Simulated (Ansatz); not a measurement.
Species: H6InN3, SMILES `[NH2][In]([NH2])[NH2]` (charge 0, multiplicity 1).

Problem. Give a relaxed geometry from CAM-B3LYP-D3(BJ)/def2-TZVP (Ansatz, a quantum-chemistry and plane-wave program).

Solution. One answer among several that fit: the end point of this relaxation, one of several conformers (outside a Z-matrix the atoms follow the SMILES, hydrogens last).
Bond lengths (Å): N1–In2 2.018, N1–H5 1.008, N1–H6 1.008, In2–N3 2.017, In2–N4 2.017, N3–H7 1.008, N3–H8 1.008, N4–H9 1.008, N4–H10 1.008. Angles (°): In2–N1–H5 118.4, In2–N1–H6 118.4, H5–N1–H6 109.4, N1–In2–N3 119.7, N1–In2–N4 119.7, N3–In2–N4 120.4, In2–N3–H7 119.0, In2–N3–H8 118.6, H7–N3–H8 109.6, In2–N4–H9 119.0, In2–N4–H10 118.6, H9–N4–H10 109.6.
